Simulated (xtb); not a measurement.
1-bromo-2-chlorocyclobutene (C4H4BrCl), SMILES ClC1=C(Br)CC1. All values are semi-empirical tight-binding results from xtb (GFN2-xTB unless named), good for trends rather than for accurate numbers. The structure is a stationary point at GFN2-xTB.

Estimate the properties. (An estimate is asked for; the answer gives what the named calculation found.)


| Quantity | Value |
|---|---|
| point group as xtb finds it | Cs |
| orbital gap | 4.04 eV |
| zero-point energy | 41.8 kcal/mol |
| G − E(el) at 298.15 K (modified RRHO) | 21.7 kcal/mol |
| static polarisability (D4 model) | 76.6 bohr³ |
| solvation energy, GFN2-xTB/ALPB(water) | -3.0 kcal/mol |
| solvation energy, GFN2-xTB/ALPB(ch2cl2) | -6.4 kcal/mol |
